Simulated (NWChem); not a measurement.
System: C$_{2}$H$_{5}$ClSi; SMILES [SiH3]/C=C\Cl

Input file for NWChem:

```
start job
memory heap 200 mb stack 900 mb global 1100 mb
geometry units angstroms noautosym nocenter noautoz
  Si    -0.428366     1.661996     0.000000
  C      1.077715     0.539516     0.000000
  C      1.031654    -0.794251     0.000000
  Cl    -0.449892    -1.688109     0.000000
  H     -1.265245     1.430292     1.215475
  H     -1.265245     1.430292    -1.215475
  H      0.045022     3.078738     0.000000
  H      2.083037     0.976693     0.000000
  H      1.910780    -1.445205     0.000000
end
basis spherical
  * library 6-31g*
end
dft
  xc xpbe96 cpbe96
  iterations 150
end
property
  efieldgrad
end
task dft property
```

Coordinates come from a PBE0/def2-SVP optimisation.

Vzz is the largest principal value of the second derivative of the potential at the nucleus (NWChem prints the opposite sign); η is the asymmetry. Non-relativistic.

Atoms are numbered as in the input.

**Question.** Give the results of this calculation. (PBE/6-31G* (spherical d).) Quantities: Vzz Cl4 (a.u.); η Cl4.

**Answer.** 
| Item | Result |
|---|---|
| Vzz Cl4 (a.u.) | 3.348 |
| η Cl4 | 0.14 |
